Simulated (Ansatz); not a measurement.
An input meant for the cluster Mg₂F₂⁺ (charge 1, doublet).

```yaml
crystal:
  periodic: [false, false, false]
  atoms:
    - {symbol: Mg, position_ang: [0.834493, 2.372805, -0.965514]}
    - {symbol: Mg, position_ang: [-0.834620, -2.372716, 0.965347]}
    - {symbol: F, position_ang: [1.068106, -1.099827, -1.779476]}
    - {symbol: F, position_ang: [-1.067978, 1.099718, 1.779643]}
basis:
  gaussian: {orbitals: def2-mTZVPP}
total_charge: 1
magnetization: {spin_polarized: true, initial_magnetization: 1}
hamiltonian: {xc: {name: PBE}, dispersion: d4}
accuracy: high
```

```sh
$ ansatz run in.yaml --threads 4 --pin off --events-out ev --progress --plain --max-ram 3916MiB
```

Shortened log:

```
Functional definition: PBE
1362 factors; integrals over basis functions are off by at most 9.8e-9 eV
mean field evaluation 1: about -16270.3975 eV, gradient 9.8e1 eV
mean field evaluation 2: about -15611.3439 eV, gradient 1.9e2 eV
mean field evaluation 4: about -16289.9613 eV, gradient 5.0e1 eV
mean field evaluation 8: about -16289.9612 eV, gradient 5.0e1 eV
mean field evaluation 16: about -16301.6560 eV, gradient 3.4e-1 eV
mean field evaluation 32: about -16301.6664 eV, gradient 6.2e-2 eV
mean field evaluation 64: about -15640.7856 eV, gradient 1.7e2 eV
mean field evaluation 96: about -16300.6365 eV, gradient 8.4e0 eV
mean field evaluation 128: about -16301.6674 eV, gradient 1.8e-1 eV
mean field evaluation 160: about -16301.5429 eV, gradient 3.2e0 eV
mean field evaluation 192: about -16301.4187 eV, gradient 7.0e-1 eV
mean field evaluation 224: about -16301.6668 eV, gradient 4.4e-2 eV
mean field evaluation 256: about -16301.6407 eV, gradient 1.4e-2 eV
mean field evaluation 288: about -16295.8909 eV, gradient 2.2e1 eV
mean field evaluation 320: about -16301.6501 eV, gradient 2.7e-1 eV
mean field evaluation 352: about -16300.6149 eV, gradient 3.6e0 eV
mean field evaluation 384: about -16301.6315 eV, gradient 9.4e-3 eV
mean field evaluation 416: about -16301.6391 eV, gradient 1.3e-1 eV
mean field -16301.66775200 eV, -599.0752402187 hartree, gradient 3.2e-8 eV, S^2 1.404422; 22 other end points of the search recorded, 0 dependent functions left out
reference -16301.66775787 eV, -599.0752404343 hartree; 21, 20 occupied and 55, 56 virtual orbitals, 1362 factors
Total energy: -16301.74219526 eV, -599.0779759580 hartree
```

In this input the coordinates are in bohr but typed as ångström. The run converged. The result belongs to that input, not to the species as meant.

The charge 1 doublet is spin-contaminated (final ⟨S²⟩ up to 1.40, 0.75 for a pure state).
